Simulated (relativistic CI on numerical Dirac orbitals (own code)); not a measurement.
# Electric-dipole lines of Mg V

Calculated at this level of theory: Dirac-Coulomb-Breit CI, separate exchange-only KLI orbitals for each configuration, model QED (radiative potential, 1s self-energy scaled to tabulated hydrogen-like ionisation energies), valence Slater integrals scaled by 0.85, P86 correlation energy added to each configuration (own radial code, finite nucleus).

Configurations in the expansion (outside the closed core 1s2): 2s2.2p4, 2s.2p5, 2p6, 2s2.2p3.3s, 2s2.2p3.3p, 2s2.2p3.3d, 2p5.3s, 2s2.2p3.4s, 2s.2p4.3s, 2p5.3p, 2s2.2p3.4p, 2s2.2p3.4d, 2s2.2p3.4f, 2p5.3d, 2s.2p4.3p, 2s2.2p2.3s2. Levels of other configurations are missing.

```tsv
λ vac (nm)	Lower	Upper	A (s⁻¹)	E lower (cm⁻¹)	E upper (cm⁻¹)
9.8710	2s2.2p4 3P_2 [1]	2s2.2p3.4d 3P°_2 [161]	8.97e+10	0	1013073
10.145	2s2.2p4 1D_2 [4]	2s2.2p3.4d 1F°_3 [175]	1.29e+11	33073	1018756
10.165	2s2.2p4 1D_2 [4]	2s2.2p3.4d 1D°_2 [170]	9.42e+10	33073	1016795
10.348	2s2.2p4 3P_2 [1]	2s2.2p3.4d 3D°_3 [112]	9.20e+10	0	966403
10.367	2s2.2p4 3P_1 [2]	2s2.2p3.4d 3D°_2 [110]	6.76e+10	1772	966374
11.169	2s2.2p4 3P_2 [1]	2s2.2p3.3d 3D°_3 [83]	6.73e+10	0	895341
11.195	2s2.2p4 3P_1 [2]	2s2.2p3.3d 3D°_2 [81]	5.13e+10	1772	895011
11.420	2s2.2p4 3P_2 [1]	2s2.2p3.3d 3P°_1 [71]	8.85e+10	0	875660
11.427	2s2.2p4 3P_2 [1]	2s2.2p3.3d 3P°_2 [69]	1.29e+11	0	875142
11.492	2s2.2p4 3P_2 [1]	2s2.2p3.3d 3D°_3 [65]	9.06e+10	0	870198
11.514	2s2.2p4 3P_1 [2]	2s2.2p3.3d 3D°_2 [67]	6.50e+10	1772	870278
11.544	2s2.2p4 1D_2 [4]	2s2.2p3.3d 1F°_3 [85]	1.28e+11	33073	899321
11.583	2s2.2p4 1D_2 [4]	2s2.2p3.3d 1D°_2 [84]	7.87e+10	33073	896440
11.777	2s2.2p4 1D_2 [4]	2s2.2p3.3d 1F°_3 [74]	1.49e+11	33073	882210
11.869	2s2.2p4 1D_2 [4]	2s2.2p3.3d 1D°_2 [70]	8.52e+10	33073	875593
11.882	2s2.2p4 1S_0 [5]	2s2.2p3.3d 1P°_1 [86]	1.97e+11	66380	908000
12.093	2s2.2p4 3P_2 [1]	2s2.2p3.3d 3D°_3 [54]	8.34e+10	0	826952
12.120	2s2.2p4 3P_1 [2]	2s2.2p3.3d 3D°_2 [53]	6.06e+10	1772	826850
14.278	2s2.2p4 1D_2 [4]	2s2.2p3.3s 1D°_2 [16]	4.21e+10	33073	733449
27.279	2s2.2p4 1D_2 [4]	2s.2p5 1P°_1 [9]	4.07e+10	33073	399660
34.126	2s2.2p4 3P_2 [1]	2s.2p5 3P°_2 [6]	9.06e+09	0	293031
63.943	2s2.2p3.3d 3F°_3 [58]	2s2.2p3.4f 3G_4 [181]	6.98e+09	864660	1021048
64.065	2s2.2p3.3d 3F°_4 [60]	2s2.2p3.4f 3G_5 [182]	6.34e+09	864971	1021063
64.289	2s2.2p3.3d 5D°_4 [43]	2s2.2p3.4f 5F_5 [114]	1.01e+10	815610	971159
64.291	2s2.2p3.3d 5D°_3 [44]	2s2.2p3.4f 5F_4 [113]	8.41e+09	815617	971159
64.296	2s2.2p3.3d 5D°_2 [45]	2s2.2p3.4f 5F_3 [115]	6.92e+09	815628	971159
65.231	2s2.2p3.3d 3G°_5 [61]	2s2.2p3.4f 3H_6 [185]	1.01e+10	867809	1021111
65.233	2s2.2p3.3d 3G°_3 [63]	2s2.2p3.4f 3H_4 [189]	7.73e+09	867851	1021147
69.208	2s2.2p3.3d 3D°_2 [53]	2s2.2p3.4f 3F_3 [119]	8.66e+09	826850	971343
69.258	2s2.2p3.3d 3D°_3 [54]	2s2.2p3.4f 3F_4 [118]	9.73e+09	826952	971340
71.893	2s2.2p3.3d 1F°_3 [74]	2s2.2p3.4f 1G_4 [194]	7.28e+09	882210	1021306
127.74	2s2.2p3.3p 5P_2 [18]	2s2.2p3.3d 5D°_3 [44]	8.49e+08	737330	815617
128.07	2s2.2p3.3p 5P_3 [19]	2s2.2p3.3d 5D°_4 [43]	1.26e+09	737529	815610
129.05	2s2.2p3.3p 3D_3 [41]	2s2.2p3.3d 3F°_4 [75]	1.28e+09	813390	890881
129.11	2s2.2p3.3p 3F_2 [31]	2s2.2p3.3d 3G°_3 [63]	1.23e+09	790396	867851
129.33	2s2.2p3.3p 3F_3 [32]	2s2.2p3.3d 3G°_4 [62]	1.24e+09	790517	867839
129.63	2s2.2p3.3p 3F_4 [33]	2s2.2p3.3d 3G°_5 [61]	1.28e+09	790667	867809
131.19	2s2.2p3.3p 3P_2 [24]	2s2.2p3.3d 3D°_3 [54]	1.18e+09	750725	826952
131.40	2s2.2p3.3p 1F_3 [34]	2s2.2p3.3d 1G°_4 [64]	1.24e+09	793015	869118
153.99	2s2.2p3.3s 5S°_2 [10]	2s2.2p3.3p 5P_3 [19]	5.72e+08	672589	737529
154.46	2s2.2p3.3s 5S°_2 [10]	2s2.2p3.3p 5P_2 [18]	5.66e+08	672589	737330
154.73	2s2.2p3.3s 3D°_3 [14]	2s2.2p3.3p 3F_4 [33]	5.94e+08	726039	790667
155.09	2s2.2p3.3s 3D°_2 [13]	2s2.2p3.3p 3F_3 [32]	5.54e+08	726038	790517
165.43	2s2.2p3.3s 3D°_3 [14]	2s2.2p3.3p 3D_3 [30]	4.23e+08	726039	786486
167.88	2s2.2p3.3s 1D°_2 [16]	2s2.2p3.3p 1F_3 [34]	4.68e+08	733449	793015
```

Terms are leading LS components. Brackets give the number of a level in order of energy, since labels repeat. The list gives strong lines, with weight on those to low levels, without lines whose two gauges differ by over a factor of 2.5, among the lowest 200 of 291 levels, so that lines to higher ones, which can be the strongest, are missing. Levels whose partners in the same complex of configurations lie outside the list can be far off, and so can their lines. Rates are taken at the computed energies, electric ones in the length gauge.

At this charge configurations can still be misplaced by up to about 7 % of their energy. 55 of the 61 excited levels that our extract of the measured tables holds in this range could be paired (the sources list more); they are missed by 4939 cm⁻¹ on average and 36145 at most, and levels without a partner can miss by more.
